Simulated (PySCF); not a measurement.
C5H9N2 (charge +1).
Cartesian coordinates in Å at the PBE0-D3(BJ)/def2-SVP level; atoms count from 1:
```xyz
16
C5H9N2 angstrom
C     -1.4714   -1.1775   -0.0496
N     -0.0864   -0.7526   -0.0580
C      1.0182   -1.5034   -0.1884
C      2.1275   -0.6687   -0.1560
C      1.6163    0.6130   -0.0010
N      0.2777    0.5376    0.0548
C     -0.6833    1.6096    0.2173
H     -1.9596   -0.8880    0.8908
H     -2.0128   -0.7515   -0.9057
H     -1.4816   -2.2700   -0.1314
H      0.9434   -2.5843   -0.2965
H      3.1725   -0.9572   -0.2355
H      2.1198    1.5756    0.0740
H     -1.2486    1.4852    1.1512
H     -0.1235    2.5502    0.2642
H     -1.3693    1.6478   -0.6399
```

The calculation used core-valence-separated Tamm–Dancoff BHandHLYP/aug-pcX-1 (pcseg-1 on H) in PySCF, non-relativistic, gas phase, PBE0-D3(BJ)/def2-SVP geometry. Absolute energies from this functional tend to lie a few eV below measured edges; no shift was applied.

The lowest roots of each edge with f over 0.003 (five at most, numbered afresh; weaker and dark ones are left out), with transition dipoles (au) in the frame of the coordinates:

| root | edge | E (eV) | μx | μy | μz |
| --- | --- | --- | --- | --- | --- |
| 1 | C | 283.74 | 0.0061 | -0.0138 | 0.1338 |
| 2 | C | 284.07 | 0.0046 | -0.0105 | 0.1018 |
| 3 | C | 287.20 | -0.0321 | -0.0758 | -0.0060 |
| 4 | C | 287.20 | 0.0844 | -0.0331 | -0.0073 |
| 5 | C | 287.20 | -0.0338 | 0.0090 | 0.0024 |
| 6 | N | 400.23 | -0.0043 | 0.0095 | -0.0929 |
| 7 | N | 404.02 | -0.0294 | -0.1034 | -0.0092 |
| 8 | N | 404.84 | -0.0460 | 0.0130 | 0.0035 |
| 9 | N | 404.87 | -0.0327 | 0.0093 | 0.0023 |

Problem. What are the oscillator strengths?

Solution. f = (2/3) ΔE |μ|², with ΔE in hartree (27.2114 eV):

```tsv
root	ΔE (Eh)	|μ|² (au)	f	core hole on
1	10.4273	0.018137	0.126	C3/C5
2	10.4393	0.010497	0.073	C4
3	10.5544	0.006808	0.048	C1/C7
4	10.5544	0.008278	0.058	C1/C7
5	10.5546	0.001231	0.009	C4
6	14.7081	0.008734	0.086	N2/N6
7	14.8474	0.011631	0.115	N2/N6
8	14.8776	0.002301	0.023	N2/N6
9	14.8786	0.001164	0.012	N2/N6
```

Problem. Molecules are fixed in this frame and the field points along (0, 1, 1)/√2. What effective strengths 3 f cos²θ do the roots have (θ between field and μ)?

Solution. root 1 (C3/C5): 0.150, root 2 (C4): 0.087, root 3 (C1/C7): 0.071, root 4 (C1/C7): 0.017, root 5 (C4): 0.001, root 6 (N2/N6): 0.102, root 7 (N2/N6): 0.188, root 8 (N2/N6): 0.004, root 9 (N2/N6): 0.002. Root 7 is the strongest. Averaged over all orientations cos²θ is 1/3, which gives f back. For degenerate partners only the sum has meaning, as the program may mix them freely.

